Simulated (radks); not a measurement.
Problem. These are the eigenvalues of the occupied orbitals of an atom or ion with whole-number occupations (eV). Calculated with a radial shooting solver on a logarithmic mesh with Libxc functionals: Dirac Kohn-Sham, PBE, spin-unpolarised, spherical densities, finite nucleus; Fermi nuclear charge, rms radius of each element as measured or else 0.836 A^(1/3) + 0.57 fm.

1s1/2: -48901.26
2s1/2: -8519.205
2p1/2: -8112.907
2p3/2: -7464.884
3s1/2: -2325.279
3p1/2: -2150.431
3p3/2: -2017.138
3d3/2: -1715.666
3d5/2: -1686.599
4s1/2: -878.2365
4p1/2: -808.2536
4p3/2: -773.6655
4d3/2: -657.2426
4d5/2: -650.2674

Which element is it, and in what charge state? The configuration may be excited. Open shells, if any, fill j = l - 1/2 first.

Solution. Z = 63, europium, charge +21: Eu21+ in [Kr] 4d6. The list shows which subshells hold electrons but not how many an open one holds; the 1s level, -1797.1 hartree, gives Z - s = 60.0 by -(Z - s)^2/2, which with screening and relativity narrows Z to a few neighbours, and the depths of the outer levels then fix element, charge and occupations together.
